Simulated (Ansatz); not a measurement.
`[OH][GeH]([OH])[OH]`, charge 0, multiplicity 1.

(1) Give a relaxed structure at PBE0-D4/def2-TZVP (Ansatz). (Best estimate.)

Results:

(1) The calculation gave: 
Z-matrix (Å, degrees):
```
Ge
O 1 1.772
O 1 1.761 2 102.9
O 1 1.765 2 110.8 3 -118.2
H 1 1.526 2 114.0 3 122.3
H 2 0.960 1 113.5 3 162.6
H 3 0.961 1 110.8 2 -2.2
H 4 0.961 1 112.5 2 74.5
```
